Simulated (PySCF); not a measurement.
## [Gd(OH)4]− relaxed at several levels

Computed with PySCF 2.14.0, def2-SVP on the ligands, density fitting, scalar-relativistic core potentials, no spin-orbit coupling, vacuum. Each row is relaxed at its own level from the same template. Distances are means of the shortest metal–ligand contacts, charges and spins Mulliken's; removal energies are rigid, with the ligand's formal charge and no counterpoise, so too large; for an anion taken off a cation in vacuum most of it is the attraction of opposite charges, and multiply charged cations can part far more cheaply with an electron moved from ligand to metal. lcecp potentials hold a fixed number of 4f electrons in the core, out of states, spins and gaps.

```
level      basis on the metal     point group  M–OH (Å)  charge on M (e)  removal of one OH (eV)  strongest infrared band, degenerate modes summed (cm⁻¹)  unstable modes (below −25 cm⁻¹)
 PBE0  lcecp-1-SVP with ECP53  D2d, nearly Td     2.136             0.82                    5.60                                                      222                                0
```

**Question.** What does the calculation give for BP86, lcecp-1-SVP with ECP53?

**Answer.** point group: C1, M–OH (Å): 2.153, charge on M (e): 0.55, removal of one OH (eV): 5.67, unstable modes (below −25 cm⁻¹): 2.
```xyz
9

Gd    0.0088    0.0024    0.0032
O     1.2511    1.2492    1.2327
H     1.8797    1.6766    1.8292
O    -1.2697   -1.2346    1.2318
H    -2.1729   -1.4075    1.5378
O     1.2261   -1.2699   -1.2369
H     1.4968   -2.0644   -1.7171
O    -1.2621    1.2418   -1.2079
H    -1.6012    2.0187   -1.6729
```

Members with unstable modes aren't minima as they stand: saddle points kept by symmetry or, where the modes are soft, flat surfaces and noise. Moved off a saddle point of the template and relaxed again: BP86. One start shape was tried for each, so a minimum needn't be the lowest isomer.
